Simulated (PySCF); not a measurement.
Two species compared at the same levels of theory.

First species: C6H5F.
InChI=1S/C6H5F/c1-2-5-3-4-6(5)7/h1,4-5H,3H2/t5-/m1/s1

Second species: C5H8O3.
Structure used (GFN2-xTB), in Å, numbered top down from 1:
```
atom  x, y, z in Å
C1    -2.705    0.133   -0.060
C2    -1.399   -0.614    0.144
O3    -0.391    0.338    0.479
C4     0.841   -0.211    0.710
O5     1.544   -0.655   -0.466
C6     2.598    0.297   -0.305
C7     1.953    0.814    0.959
O8     2.196    1.632    1.785
H9    -2.974    0.664    0.849
H10   -3.494   -0.569   -0.314
H11   -2.595    0.856   -0.863
H12   -1.103   -1.146   -0.768
H13   -1.489   -1.345    0.961
H14    0.797   -1.029    1.454
H15    2.636    1.019   -1.126
H16    3.576   -0.175   -0.181
```

Levels: PBE0/def2-SVPD for dipole moment, HOMO energy, LUMO energy, HOMO–LUMO gap, static isotropic polarisability and electronic spatial extent ⟨r²⟩ about the centre of nuclear charge; TDDFT PBE0/def2-SVPD for lowest singlet excitation; TDA PBE0/def2-SVPD for lowest triplet excitation (Tamm–Dancoff); GFN2-xTB for rotational constant A and rotational constant C. Geometries: GFN2-xTB. Each structure is a single optimised conformer of the isolated species, non-relativistic unless stated. Electronic properties by PySCF.

The conformers computed, where there is a choice (atom-mapped SMILES and torsion angles):
- `[CH3:1][CH2:2][O:3][C@H:4]1[O:5][CH2:6][C:7]1=[O:8]`: C1–C2–O3–C4 179°, C2–O3–C4–O5 74°

Values for the first species:

```
Dipole moment                                                     : 1.72 D
HOMO energy                                                       : -7.47 eV
LUMO energy                                                       : 0.23 eV
HOMO–LUMO gap                                                     : 7.70 eV
Lowest singlet excitation                                         : 6.53 eV
Lowest triplet excitation (Tamm–Dancoff)                          : 4.50 eV
Static isotropic polarisability                                   : 65.6 au
Electronic spatial extent ⟨r²⟩ about the centre of nuclear charge : 715 bohr²
Rotational constant A                                             : 4.201 GHz
Rotational constant C                                             : 1.659 GHz
```

(1) Estimate the same properties for the second species, and the change in each.

Results:

(1) 
```json
{"property": "dipole moment", "first": "1.72 D", "second": "2.19 D", "second less first": "+0.47 D"}
{"property": "HOMO energy", "first": "-7.47 eV", "second": "-7.75 eV", "second less first": "-0.28 eV"}
{"property": "LUMO energy", "first": "0.23 eV", "second": "-1.36 eV", "second less first": "-1.59 eV"}
{"property": "HOMO–LUMO gap", "first": "7.70 eV", "second": "6.39 eV", "second less first": "-1.31 eV"}
{"property": "lowest singlet excitation", "first": "6.53 eV", "second": "4.19 eV", "second less first": "-2.34 eV"}
{"property": "lowest triplet excitation (Tamm–Dancoff)", "first": "4.50 eV", "second": "3.58 eV", "second less first": "-0.92 eV"}
{"property": "static isotropic polarisability", "first": "65.6 au", "second": "70.2 au", "second less first": "+4.6 au"}
{"property": "electronic spatial extent ⟨r²⟩ about the centre of nuclear charge", "first": "715 bohr²", "second": "1153 bohr²", "second less first": "+438 bohr²"}
{"property": "rotational constant A", "first": "4.201 GHz", "second": "4.433 GHz", "second less first": "+0.232 GHz"}
{"property": "rotational constant C", "first": "1.659 GHz", "second": "1.023 GHz", "second less first": "-0.636 GHz"}
```

On the first: No computed singlet falls in the visible range (750 to 380 nm, 1.65 to 3.26 eV); S1 lies 3.27 eV above its blue end. In wavenumbers S1 is 52700 cm⁻¹ (1 eV = 8065.54 cm⁻¹).

On the second: No computed singlet falls in the visible range (750 to 380 nm, 1.65 to 3.26 eV); S1 lies 0.93 eV above its blue end. The principal polarisabilities are 59.2, 67.5 and 84.0 au; their mean is the isotropic value.
